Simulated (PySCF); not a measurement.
Polarisability and C₆ of Hg (mercury, neutral)

[Xe] 4f14 5d10 6s2, closed-shell 1S. All numbers are calculated (PySCF 2.14, the spin-free X2C one-electron Hamiltonian (Gaussian nucleus), in x2c-TZVPPall with one added diffuse shell each of s, p, d, f type (12s8p8d4f1g, 113 functions)). Coupled (time-dependent) response in atomic units; α is the mean over directions.

| method | mean α (bohr³) | C₆ (like pair) | S(−4) |
| --- | --- | --- | --- |
| PBE0 | 36.35 | 352.8 | 469.9 |
| BP86 | 33.98 | 329.5 | 390.1 |

S(−4) is the Cauchy moment in α(ω) = α(0) + S(−4) ω² + …

Reference α: 33.91 ± 0.34 bohr³ (recommended; Schwerdtfeger and Nagle, table of static dipole polarizabilities (2023 update)). Published C₆: 268.0 (Gould and Bucko (2016)).

α(iu) at BP86:

| u (hartree) | α(iu) (bohr³) |
| --- | --- |
| 0 | 33.98 |
| 0.0500 | 33.05 |
| 0.100 | 30.61 |
| 0.200 | 24.32 |
| 0.300 | 19.01 |
| 0.500 | 12.56 |
| 0.750 | 8.548 |
| 1.00 | 6.332 |
| 1.50 | 3.976 |
| 2.00 | 2.764 |
| 3.00 | 1.570 |
| 5.00 | 0.7061 |

Spin-orbit coupling, which splits the p, d and f shells strongly at this Z, is absent.
